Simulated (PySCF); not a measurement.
Working out the ionisation energy of Ir

Ir [Xe] 4f14 5d7 6s2 (4F) → Ir⁺ [Xe] 4f14 5d7 6s1 (5F). All numbers are calculated (PySCF 2.14, scalar relativity through the core potential, in aug-cc-pVTZ-PP with ECP60MDF). Frozen: 5s2 5p6. Energies in hartree (1 hartree = 27.21139 eV):

```tsv
part	Ir (lower)	Ir⁺ (upper)
UHF	-103.626481	-103.368032
MP2 opposite-spin	-0.158103	-0.104056
MP2 same-spin	-0.089439	-0.082172
```

**Question.** What does Hartree-Fock give?

**Answer.** (-103.368032) − (-103.626481) = 0.258449 hartree = 7.033 eV.

**Question.** What do MP2 and SCS-MP2 (6/5 opposite-spin, 1/3 same-spin) give?

**Answer.** The opposite-spin parts differ by 1.471 eV and the same-spin parts by 0.198 eV. MP2: 7.033 + (1.471) + (0.198) = 8.702 eV. SCS-MP2: 7.033 + 1.2 × (1.471) + (0.198)/3 = 8.864 eV.

Measured between the centres of the two terms (NIST): 8.926 eV, so MP2 (valence) is off by -0.224 eV.

What remains against the reference includes basis incompleteness, the frozen core and correlation beyond second order.
